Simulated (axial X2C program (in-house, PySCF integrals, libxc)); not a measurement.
Density and ELF of BiP⁺

All values were computed with an in-house relativistic program for diatomic molecules. Two-component (2c) means X2C with spin–orbit coupling and atomic mean-field two-electron Coulomb and Gaunt terms. Basis: Bi dyall-cv3z [12s14p10d6f1g], P dyall-v3z [8s7p2d1f] (cores contracted in-house); Gaussian nuclei, density fitting, unrestricted open shells. Masses: Bi 208.980 u, P 30.974 u.

PBE0, with spin–orbit coupling, state Ω = 3/2 (⟨Sz⟩ = 0.60, ⟨Lz⟩ = 0.90 at PBE0); Bi at z = 0, P at z = 2.454 Å.

The maps cover the half plane through the axis: z from -2.4 to 4.8 Å along the bond, ρ from 0.15 to 2.25 Å away from it (steps of 0.3 Å, the bottom row nearest the axis).

log10 of the density in e/bohr³:

digits 0 to 9 span -4.79 to 1.95 evenly
```
0011122222222222222111000
0112223333333333332221100
1122333343333333333322110
1223344444444444444333211
1233445555544445554443221
2234455666555555555443321
2234556777655555665544322
2334557898755557875544322
```

Electron localisation function (collinear form, no current term, damped to 0 at low density):

digits 0 to 9 span 0.00 to 1.00 evenly
```
0000000111000111110000000
0000122222111222332210000
0012344443323344555531000
0024555443334566777764100
0246654433334677888886410
0356654444335776578988520
1467644656435760204998730
1467645343625725680898740
```

Axial spin density in 10⁻³ e/bohr³:

digits 0 to 9 span -4.63 to 4.63 evenly, values beyond are clipped
```
5444444444455555555555555
4444444444455566665555555
4444443333455678887655555
4444432212357999999765555
4444431000248999999965555
4444321221148999999975555
4444334637327999999975555
4444446201624995987765555
```

The state is one determinant whose occupation by symmetry is held fixed; it was picked as the lowest of a PBE0 search that is not exhaustive. Density functionals use the spin component along the axis (collinear). The functionals have no current-density term, which raises determinants with orbital currents, atoms included. With several unpaired electrons one determinant need not be a pure state. The determinant is spin-polarised beyond a pure state at some levels (its spin-free form has ⟨S²⟩ too high), which makes Re and μ there less reliable. PBE0 can misorder states that lie within some tenths of an eV, so this need not be the ground state of the molecule. The nearest other 2c determinant of the search, Ω = 1/2, lies 0.49 eV up at the distance of the search.
